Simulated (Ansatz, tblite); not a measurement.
Cost and result up the ladder for TiFCl3 (TiCl₃F) (5 atoms). Total charge 0; singlet. Geometry: PBE-D4/def2-SVP.

```xyz
5

Ti   -0.0361    0.0719   -0.0035
F    -0.8125    1.6196   -0.0788
Cl   -1.0321   -1.2920   -1.3782
Cl   -0.1740   -0.6956    2.0297
Cl    2.0548    0.2961   -0.5692
```

Ansatz on 4 threads of Arm Neoverse V2 on a shared host; xTB runs through tblite on one thread. Times are rough, summed over both states, and most runs start from the orbitals of an earlier one. No level here is sound enough to serve as a yardstick. The other state is a triplet.

The xTB rows come from tblite.

xTB has no spin-polarisation term.

```
                         level  functions  vertical triplet (eV)
           r2SCAN-D4/def2-TZVP        187                   4.05
                      GFN1-xTB         40                   3.28
PBE-D4/def2-TZVP (with forces)        187                   4.04
                      GFN2-xTB         40                   3.40
```

(1) Estimate how long each takes.

## Answers

(1) GFN2-xTB 0.009 s; GFN1-xTB 0.012 s; PBE-D4/def2-TZVP (with forces) 12 s; r2SCAN-D4/def2-TZVP 31 s. On shared hardware such times vary by a factor of up to 3.
